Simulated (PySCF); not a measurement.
Be(Cl)(GeH3) (BeClGeH3), SMILES [Cl][Be][GeH3].

Geometry: PBE0-D3(BJ)/def2-TZVP.

Calculation: r2SCAN/def2-TZVPD (PySCF).

Symmetry labels are those of the subgroup Cs that the program uses (full group C3v).

Computed valence orbital energies around the gap with their symmetry:
| orbital | symmetry | energy (eV) |
|---|---|---|
| HOMO−7 | A' | -21.41 |
| HOMO−6 | A' | -14.12 |
| HOMO−5 | A' | -10.44 |
| HOMO−4 | A' | -8.80 |
| HOMO−3 | A" | -8.80 |
| HOMO−2 | A' | -8.54 |
| HOMO−1 | A" | -8.54 |
| HOMO | A' | -7.42 |
| LUMO | A" | -1.60 |
| LUMO+1 | A' | -1.60 |
| LUMO+2 | A' | -0.46 |
| LUMO+3 | A' | 0.87 |
